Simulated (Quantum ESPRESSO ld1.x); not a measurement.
The numbers below are computed, except where a source is named.
Au24+, configuration [Kr] 4d10 4f9. Level of theory: Dirac Kohn-Sham, PBE, spin-unpolarised, spherical densities, point nucleus; open shells fill j = l - 1/2 first (ld1.x of Quantum ESPRESSO 7.5). Some entries of the table are withheld. Estimate them.

| orbital | occ. | eigenvalue (hartree) | r(max) (bohr) |
|---|---|---|---|
| 1s1/2 | 2 | (1) | 0.010 |
| 2s1/2 | 2 | -548.501 | 0.060 |
| 2p1/2 | 2 | -526.984 | (2) |
| 2p3/2 | 4 | -459.498 | (3) |
| 3s1/2 | 2 | -149.067 | 0.169 |
| 3p1/2 | 2 | -139.426 | 0.159 |
| 3p3/2 | 4 | -124.487 | 0.173 |
| 3d3/2 | 4 | (4) | 0.135 |
| 3d5/2 | 6 | (5) | 0.140 |
| 4s1/2 | 2 | -51.2581 | 0.379 |
| 4p1/2 | 2 | -47.1161 | 0.376 |
| 4p3/2 | 4 | -43.2929 | 0.404 |
| 4d3/2 | 4 | -36.5093 | 0.395 |
| 4d5/2 | 6 | -35.7629 | 0.404 |
| 4f5/2 | 6 | -27.0766 | 0.353 |
| 4f7/2 | 3 | -26.8952 | 0.356 |

Answer. 
(1) 1s1/2 eigenvalue (hartree): -2990.19
(2) 2p1/2 r(max) (bohr): 0.045
(3) 2p3/2 r(max) (bohr): 0.052
(4) 3d3/2 eigenvalue (hartree): -108.539
(5) 3d5/2 eigenvalue (hartree): -105.327
